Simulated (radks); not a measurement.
Coulomb parameter of the 4d shell of the cadmium ion Cd2+ in the model configuration [Kr] 4d9 5s1, as a second difference U = [E(n + 1) + E(n - 1) - 2 E(n)] / (1)^2 with all orbitals relaxed. "Bare": the charge of the atom changes with n. "Screened": the 5s shell takes up the change at fixed total charge, which measures U(4d,4d) + U(5s,5s) - 2 U(4d,5s). Calculated with a radial shooting solver on a logarithmic mesh with Libxc functionals: Dirac Kohn-Sham, PBE, spin-unpolarised, spherical densities, finite nucleus; open shells are shared between the two j in proportion to 2j + 1; Fermi nuclear charge, rms radius 4.6087 fm.

start: configuration [Kr] 4d9 5s1; E - E(n) (eV) 0.000
bare +1: configuration [Kr] 4d10 5s1; E - E(n) (eV) -27.493
bare -1: configuration [Kr] 4d8 5s1; E - E(n) (eV) 42.512
screened +1: configuration [Kr] 4d10; E - E(n) (eV) -10.366
screened -1: configuration [Kr] 4d8 5s2; E - E(n) (eV) 12.974

U(bare) = 15.020 eV, U(screened by 5s) = 2.608 eV.
